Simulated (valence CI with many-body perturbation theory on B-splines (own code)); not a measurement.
The numbers below are computed, except where a source is named.
# Hg40+ in three bases

Method: valence CI with perturbative core correlation (CI+MBPT): four valence electrons over a frozen Dirac-Fock core [Kr], a basis of 7 s, 7 p, 8 d, 6 f, 4 g, 1 h functions for each j, with the one-electron correlation potential Σ1, the two-electron term Σ2, the three-electron term Σ3, Breit, model QED; selected CI, second order for the rest, scaled by the run's own slope (own B-spline code, finite nucleus).

The last digits are not significant, and no measured levels were compared; by estimate large intervals hold to a few tenths of a per cent, small ones and those within an open d or f shell to about a per cent. Only levels of the ground parity were solved; by the run's estimate the other parity begins above the list, which can be wrong where configurations are misplaced.

The reference run has the lowest level (4d3/2^4) J=0 and an ionisation energy of 1929.98 eV. Its largest variational space holds 18576 state functions.

Levels are named by their leading jj configuration (3d3/2^4 stands for four electrons in 3d with j = 3/2), which in mixed levels can hold well under half, so a name can repeat and another be missing. Letters in brackets count levels of one name in rising energy.

Changed runs:
A. basis 6 s, 6 p, 5 d, 5 f, 1 g
B. basis 5 s, 5 p, 4 d, 4 f

Excitation energies of the reference run in cm⁻¹, and shifts in cm⁻¹:

```
                    Level  Reference      A      B
      (4d3/2^3 4d5/2) J=1     190560   -244   -515
      (4d3/2^3 4d5/2) J=4     235456    -28   +250
      (4d3/2^3 4d5/2) J=2     241606   -137   +193
      (4d3/2^3 4d5/2) J=3     253394    -87   +373
(4d3/2^2 4d5/2^2) J=0 [a]     412685   -251   -563
(4d3/2^2 4d5/2^2) J=2 [a]     415321   -247   -159
(4d3/2^2 4d5/2^2) J=4 [a]     424802   -243   -276
(4d3/2^2 4d5/2^2) J=3 [a]     429063   -280   -205
    (4d3/2^2 4d5/2^2) J=5     445855   -142   +187
    (4d3/2^2 4d5/2^2) J=6     458641    -60   +436
    (4d3/2^2 4d5/2^2) J=1     458977   -145   +371
(4d3/2^2 4d5/2^2) J=3 [b]     471864    -86   +695
   Ionisation energy (eV)    1929.98  -0.07  -0.15
```
